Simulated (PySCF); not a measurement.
Worked example: chemical shift, span and skew from a shielding tensor

B(H)(SiH3)2 (BH7Si2), SMILES [SiH3]B[SiH3]. Atoms are numbered in the order given.

```xyz
10

B      0.0000     0.0000    -0.8404
H      0.0000     0.0000    -2.0586
Si    -1.7570    -0.0075     0.1372
H     -2.0991     1.4658     0.2515
H     -1.6785    -0.5498     1.5411
H     -2.8968    -0.6800    -0.5833
Si     1.7570     0.0075     0.1372
H      1.6785     0.5498     1.5411
H      2.8968     0.6800    -0.5833
H      2.0991    -1.4658     0.2515
```
Charge 0, spin multiplicity 1.

Coordinates come from a PBE-D3(BJ)/def2-SVP optimisation.

GIAO shieldings from KT2/pcSseg-1 in PySCF, non-relativistic, no solvent. The symmetric part of the tensor of Si3 has the principal values 426.4, 447.7, 483.3 ppm. The same nucleus in TMS has σ = 361.9 ppm at this level (PySCF, at its B3LYP-D3(BJ)/def2-TZVP geometry).

Work out the isotropic shielding, the ²⁹Si shift against TMS, the span and the skew.


σ(iso) = (σ11 + σ22 + σ33)/3 = 452.5 ppm. δ = σ(ref) − σ(iso) = 361.9 − (452.5) = -90.6 ppm.
Span Ω = σ33 − σ11 = 56.9 ppm. Skew κ = 3(σ(iso) − σ22)/Ω = 0.25. Tumbling in solution averages the tensor to δ; in a static solid the shielding alone would spread this spin-1/2 line over Ω.
